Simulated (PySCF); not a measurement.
From one molecule to another.

First species: C6H17PSi.
Bonds: C1–Si2, Si2–P3, P3–C4, P3–C5, C5–C6, C5–C7, C5–C8. Hydrogens: H9, H10, H11 on C1; H12, H13 on Si2; H14, H15, H16 on C4; H17, H18, H19 on C6; H20, H21, H22 on C7; H23, H24, H25 on C8.

Second species: C8H8OS.
Structure used (GFN2-xTB), in Å, numbered top down from 1:
```
atom  x, y, z in Å
C1     2.9393    0.0234    0.5069
S2     2.1385    0.5131   -1.0862
O3     1.5055    1.8059   -0.8403
C4     0.7798   -0.7492   -0.9224
C5    -0.1858   -0.5888    0.1864
C6    -0.9372   -0.4331    1.3061
C7    -2.2214    0.0734    1.0282
C8    -2.6431    0.3965   -0.2504
C9    -1.8267    0.2471   -1.3883
C10   -0.6067   -0.2649   -1.0884
H11    2.2190    0.1393    1.3096
H12    3.2727   -1.0047    0.4248
H13    3.7869    0.6811    0.6700
H14    1.0960   -1.7225   -1.2797
H15   -0.6214   -0.6595    2.3137
H16   -2.9013    0.2270    1.8534
H17   -3.6387    0.7947   -0.3812
H18   -2.1642    0.5274   -2.3739
```

Levels: PBE0/pcSseg-1 for dipole moment, HOMO energy, LUMO energy and HOMO–LUMO gap; GFN2-xTB for rotational constant A and rotational constant C. Geometries: GFN2-xTB. Each species is one conformer at its optimised geometry, gas phase, non-relativistic unless stated. Electronic properties by PySCF.

The conformers computed, where there is a choice (atom-mapped SMILES and torsion angles):
- `[CH3:1][SiH2:2][P:3]([CH3:4])[C:5]([CH3:6])([CH3:7])[CH3:8]`: C1–Si2–P3–C4 156°, Si2–P3–C5–C6 177°
- `[CH3:1][S@:2](=[O:3])[CH:4]1[c:5]2[cH:6][cH:7][cH:8][cH:9][c:10]21`: C1–S2–C4–C5 66°

Problem. Which has the higher rotational constant A?

Solution. The second: 2.569 GHz against 1.866 GHz, a difference of 0.703 GHz.

Problem. Which of the two has the higher HOMO energy, and by how much?

Solution. The first: -6.37 eV against -6.49 eV, a difference of 0.12 eV.

Problem. Which has the higher rotational constant C?

Solution. The first: 0.831 GHz against 0.731 GHz, a difference of 0.100 GHz.

Problem. Which of the two has the higher dipole moment, and by how much?

Solution. The second: 3.14 D against 1.08 D, a difference of 2.06 D.

Problem. Which has the higher HOMO–LUMO gap?

Solution. The first: 6.85 eV against 5.63 eV, a difference of 1.22 eV.

Problem. Which has the higher LUMO energy?

Solution. The first: 0.48 eV against -0.86 eV, a difference of 1.34 eV.

On the first: The dipole equals about 3.6 × 10⁻³⁰ C·m (1 D = 3.33564 × 10⁻³⁰ C·m).

On the second: In atomic units the dipole is 1.23 e·bohr (1 au = 2.5417 D).
